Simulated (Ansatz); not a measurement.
Abridged output of a molecular run in Ansatz:

```
Functional definition: HF
1094 factors; integrals over basis functions are off by at most 1.2e-3 eV
mean field evaluation 1: about -13542.3946 eV, gradient 4.2e1 eV
mean field evaluation 2: about -13542.3972 eV, gradient 4.2e1 eV
mean field evaluation 4: about -13546.3723 eV, gradient 4.4e0 eV
mean field evaluation 8: about -13546.4272 eV, gradient 2.1e-4 eV
mean field -13546.42721481 eV, -497.8220180462 hartree, gradient 1.2e-6 eV, S^2 0.000000; 0 other end points of the search recorded, 0 dependent functions left out
9 core orbitals not correlated: weight in the atoms' cores, before any rotation towards them, 1.000 or more for the frozen orbitals, at most 0.000 for the correlated occupied ones
reference -13546.42721481 eV, -497.8220180462 hartree; 15, 15 occupied and 85, 85 virtual orbitals, 1094 factors
second order -19.81134441 eV of doubles, -0.00000000 eV of singles
cycle   1  -20.45418621 eV  change   -6.4e-1 eV  update   1.0e-1
cycle   2  -20.95441749 eV  change   -5.0e-1 eV  update   3.0e-2
cycle   3  -21.08421795 eV  change   -1.3e-1 eV  update   1.6e-2
cycle   4  -21.08188661 eV  change    2.3e-3 eV  update   3.5e-3
cycle   5  -21.08131925 eV  change    5.7e-4 eV  update   1.5e-3
cycle   6  -21.08155439 eV  change   -2.4e-4 eV  update   4.5e-4
cycle   7  -21.08133160 eV  change    2.2e-4 eV  update   1.6e-4
cycle   8  -21.08129340 eV  change    3.8e-5 eV  update   4.7e-5
cycle   9  -21.08129440 eV  change   -1.0e-6 eV  update   1.7e-5
perturbative correction -0.60128933 eV, -0.0220969751 hartree
Total energy: -13568.10979854 eV, -498.6188383010 hartree
```

Its atoms:

```xyz
12

C     1.1308    1.2379    0.1365
Si   -0.0631   -0.1554   -0.1009
N     0.7023   -1.6264    0.2463
C    -1.8521    0.0385   -0.0665
O    -1.1180   -0.0605   -1.3692
H     1.9804    1.1423   -0.5451
H     1.5152    1.2634    1.1584
H     0.6362    2.1877   -0.0723
H     0.2524   -2.5190    0.1382
H     1.7001   -1.7023    0.3390
H    -2.3565    0.9966    0.0516
H    -2.5277   -0.8029    0.0839
```

Q: Which basis set was used?
A. def2-SVP
B. cc-pV(T+d)Z
C. def2-SVPD
D. cc-pV(Q+d)Z

A: A. It gives 109 functions.

Q: Write the keys of the input that set method, charge and spin (a neutral closed shell needs none for the last two).

A: 
```yaml
correlation: {method: ccsd_t}
```
